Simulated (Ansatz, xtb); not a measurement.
## A geometry optimisation of CH5BrSi2 with r2SCAN-D4/def2-SVP

The starting geometry of this gas-phase singlet was built from a drawn formula by distance geometry and a force field; its bonds are those of `[SiH3][SiH2][C]Br`.

```xyz
9

C    -0.3957   -0.4014    3.5968
Br   -0.0210   -1.1359    5.3441
Si   -1.5091   -1.5585    0.5288
Si   -0.6996    0.2250    1.8851
H    -0.4762   -2.5654    0.4043
H    -1.7976   -0.9519   -0.8121
H    -2.7590   -2.0518    1.1081
H    -1.7623    1.2846    1.9674
H     0.5146    0.8047    1.2959
```

**Question.** Predict what it relaxes into with r2SCAN-D4/def2-SVP.

**Answer.** It rearranges to `[SiH2]=C([SiH3])Br`. Contacts that open: Si3–Si4 (2.38 → 3.19 Å). Contacts that close: C1–Si3 (3.46 → 1.86 Å).

The energy falls by 3.57 eV over 38 steps:

```tsv
step	E − E(last) (eV)
1	3.567
5	2.614
9	2.303
13	2.292
17	2.289
22	2.273
26	1.061
30	0.250
34	0.032
38	0.000
```

Final geometry (Å):

```xyz
9

C    -0.4219   -0.6988    2.0159
Br    1.1842   -1.4461    2.7323
Si   -1.5234   -1.9210    1.1388
Si   -0.7691    0.9869    2.1997
H    -1.9504   -3.0100    2.0693
H    -0.8065   -2.5448   -0.0149
H    -2.7287   -1.1893    0.6397
H    -2.0220    1.5413    1.6322
H     0.1319    1.9310    2.9053
```

From the same start GFN2-xTB reaches the same bonding as this run.

The end wasn't checked by frequencies. Run with Ansatz 0.2.0, 5.6 min on 2 threads of AMD EPYC (Zen 3), with other jobs on the host.
